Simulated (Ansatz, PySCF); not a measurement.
System: GaCl₂, charge 1, multiplicity 1. It need not be the lowest isomer of its formula. 
Geometry from a B3LYP-D3(BJ)/def2-TZVP (Ansatz, a quantum-chemistry and plane-wave program) optimisation:
```
Ga
Cl 1 2.0381
Cl 1 2.0381 2 180.00
```
Charge +1, spin multiplicity 1.

Total electronic energies in hartree. Correlated levels leave the core frozen unless marked. No spin-orbit coupling. The frozen core is the preceding noble-gas configuration, with the filled d and f shells of earlier blocks. No relativistic terms. CBS(X,Y): correlation extrapolated as X^-3; Hartree-Fock from the larger set.

| level | program | energy (Eh) |
|---|---|---|
| HF/6-31G | Ansatz | -2841.63003 |
| HF/def2-TZVPP | Ansatz | -2842.09049 |
| HF/def2-QZVPPD | Ansatz | -2842.15568 |
| RI-HF/def2-TZVPP | Ansatz | -2842.09037 |
| TPSS-D4/def2-TZVPD | PySCF + dftd4 | -2845.10298 |
| M06-L-D4/def2-TZVPD | PySCF + dftd4 | -2845.00687 |
| B97M-V/def2-TZVPD | Ansatz | -2844.45797 |
| PBE0/def2-SVP | Ansatz | -2843.94363 |
| PBE0-D4/def2-TZVPD | Ansatz + dftd4 | -2844.51400 |
| CAM-B3LYP-D3(BJ)/def2-TZVPD | Ansatz + dftd3 | -2845.20941 |
| wB97M-V/def2-TZVPD | Ansatz | -2844.92089 |
| MP2/def2-QZVPPD | Ansatz | -2842.61643 |
| RI-MP2/CBS(def2-TZVPP,def2-QZVPP) | Ansatz | -2842.6457 |
| CCSD/def2-SVPD | Ansatz | -2841.88524 |
| CCSD(T)/CBS(def2-TZVPPD,def2-QZVPPD) | Ansatz | -2842.6990 |

Totals of different functionals don't rank their quality; only differences between species are comparable.
